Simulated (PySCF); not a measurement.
Species: C7H10P2.
Atom-mapped SMILES: `[CH3:1][c:2]1[cH:3][cH:4][cH:5][c:6]([PH:7][PH2:8])[cH:9]1`

Cartesian coordinates in Å at the GFN2-xTB level; atoms count from 1:
```
atom  x, y, z in Å
C1     2.6084   -1.1095    0.5196
C2     1.4804   -0.2226    0.0862
C3     1.6660    1.1427   -0.0890
C4     0.6218    1.9509   -0.5055
C5    -0.6223    1.4040   -0.7536
C6    -0.8284    0.0398   -0.5742
P7    -2.4989   -0.6287   -0.9074
P8    -3.2193   -0.5327    1.1324
C9     0.2255   -0.7635   -0.1604
H10    2.9957   -1.6656   -0.3348
H11    3.4218   -0.5265    0.9445
H12    2.2677   -1.8303    1.2603
H13    2.6365    1.5780    0.1015
H14    0.7812    3.0108   -0.6387
H15   -1.4404    2.0271   -1.0892
H16   -2.1369   -1.9782   -0.8004
H17   -3.5166    0.8280    1.0487
H18   -4.5194   -0.8891    0.7756
H19    0.0674   -1.8255   -0.0230
```

Probes without a nucleus sit at each ring's centroid and 1 Å off its mean plane on both sides; NICS is minus the shielding there, NICSzz its component along the normal. Level: GIAO PBE0/pcSseg-1 (PySCF, non-relativistic, gas phase) on the GFN2-xTB geometry, one conformer.

Ring bond lengths (Å), with Mayer bond orders in brackets: C2–C3 1.389 (1.41), C3–C4 1.385 (1.44), C4–C5 1.381 (1.45), C5–C6 1.391 (1.39), C6–C9 1.388 (1.38), C9–C2 1.389 (1.40).

Give the NICS values of each ring in ppm.

```json
{"ring": "C2–C3–C4–C5–C6–C9", "type": "6-membered carbocycle; formal bonds all aromatic", "NICS(0)": "-8.4", "NICS(1), two faces": "-11.1 / -11.2", "NICS(1)zz, two faces": "-27.6 / -27.1", "rms pucker (Å)": "0.00", "centre to ring atoms, mean (Å)": "1.39"}
```

What can be read from them?

- C2–C3–C4–C5–C6–C9: mean NICS(1)zz -27.4 ppm, shielded. The ring is flat and has no four-coordinate atom; by the NICS criterion it is aromatic.

What does the geometric index give? HOMA = 1 − mean of α(R − Ropt)² over the ring bonds, with Krygowski's 1993 parameters (CC: Ropt 1.388 Å, α 257.7 Å⁻²).

- C2–C3–C4–C5–C6–C9: HOMA 1.00 = 1 − EN − GEO, with mean bond length 1.387 Å, EN = α(Ropt − mean)² = 0.000 and GEO = α × variance = 0.003. The geometric and the magnetic index point the same way.

At the first NICS(1) probe listed for ring C2–C3–C4–C5–C6–C9, 1 Å off the ring, what do the in-plane components average?

The isotropic value is a third of the trace: (3 × -11.1 − (-27.6))/2 = -2.8 ppm.

What are the shieldings of the ring atoms and their hydrogens in the same run (means over atoms taken as equivalent)?

| atoms | environment | σ isotropic (ppm) | principal values of the symmetric part, first atom (ppm) |
| --- | --- | --- | --- |
| C2 | substituted aromatic carbon | 42.3 | -60.7, 12.2, 175.4 |
| C3 | aromatic CH carbon | 52.4 | -52.0, 45.0, 164.4 |
| C4 | aromatic CH carbon | 52.9 | -56.4, 39.6, 175.4 |
| C5 | aromatic CH carbon | 50.7 | -60.1, 42.2, 170.1 |
| C6 | substituted aromatic carbon | 45.1 | -47.7, 7.1, 176.0 |
| C9 | aromatic CH carbon | 44.6 | -56.4, 47.9, 142.3 |
| H13 | aromatic hydrogen | 24.34 | 20.8, 24.0, 28.2 |
| H14 | aromatic hydrogen | 24.22 | 20.7, 25.0, 27.0 |
| H15 | aromatic hydrogen | 24.19 | 20.0, 23.1, 29.5 |
| H19 | aromatic hydrogen | 23.81 | 19.3, 21.4, 30.7 |
